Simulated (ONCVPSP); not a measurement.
Ce, ONCV: configuration errors across variants

| Item | Value |
| --- | --- |
| Element | Ce |
| Generator | ONCVPSP 4.0.1 |
| Type | optimised norm-conserving Vanderbilt (ONCV) |
| Functional | PBEsol |
| Relativity | scalar-relativistic |
| Frozen core | [Kr] 4d10 |
| Valence charge | 12 |
| Reference configuration | 4f1 5s2 5p6 5d1 6s1.75 (charge +0.25) |
| Partial waves | 5s+6s: rc 2.85 bohr, ncon 3, nbas 6, qcut 4.6 1/bohr, 2 projectors; 5p: rc 1.70 bohr, ncon 4, nbas 8, qcut 5 1/bohr, 2 projectors, debl 2.7 Ha; 5d: rc 2.65 bohr, ncon 4, nbas 9, qcut 4.1 1/bohr, 1 projector; 4f: rc 1.20 bohr, ncon 4, nbas 9, qcut 12.4 1/bohr, local |
| Local potential | the f channel |
| Core correction | polynomial model core, fcfact 0.6 |

All-electron excitation energies from the reference (eV): (1) 4f1 5s2 5p6 5d1 6s2 -1.084; (2) 4f1 5s2 5p6 5d1 6s1 5.019; (3) 4f1 5s2 5p6 5d1 6s0 16.057; (4) 4f1 5s2 5p6 5d0 6s0 35.194.

A true bound ghost makes a file unfit for plane-wave use even where its test errors are small: the radial tests pick states by their node count and pass the ghost by.

Errors AE − PS in meV (a dash: test not solved or not reliable):

```tsv
change	(1)	(2)	(3)	(4)	bound ghosts	GHOST(+) flags above zero
base	+0.2	-1.6	-9.2	-4.2	s, p, d	none
s: qcut 3; p: qcut 3.3; d: qcut 2.7; f: qcut 8.2	+0.2	-1.2	-10	+6.0	s, p	s, p, d
s: qcut 3.7; p: qcut 4; d: qcut 3.3; f: qcut 9.9	+0.1	-1.9	-13	–	s, p, d	s
s: qcut 4.3; p: qcut 4.6; d: qcut 3.8; f: qcut 11.5	+0.2	-1.6	-10	-3.0	s, p, d	none
s: qcut 4.7; p: qcut 5.1; d: qcut 4.2; f: qcut 12.6	+0.2	-1.5	-8.9	-4.6	s, p, d	none
s: qcut 5; p: qcut 5.4; d: qcut 4.4; f: qcut 13.4	+0.2	-1.5	-8.3	-4.6	s, p, d	none
s: qcut 5.4; p: qcut 5.9; d: qcut 4.9; f: qcut 14.7	+0.2	-1.5	-7.8	-4.5	s, p, d	s
s: qcut 5.9; p: qcut 6.4; d: qcut 5.2; f: qcut 15.9	+0.2	-1.4	-7.0	-4.6	s, p, d	s
s: qcut 6.4; p: qcut 6.9; d: qcut 5.7; f: qcut 17.2	+0.2	-1.4	-7.0	-4.5	s, p, d	s
s: qcut 6.7; p: qcut 7.3; d: qcut 6; f: qcut 18	+0.2	-1.3	-6.8	-4.4	s, p, d	s
```

(1) Give the same row for: s: qcut 3.4; p: qcut 3.7; d: qcut 3; f: qcut 9.2.

## Answers

(1) +0.2, -1.0, -4.8, +3.1; bound ghosts: s, p; GHOST(+) flags above zero: s, d.
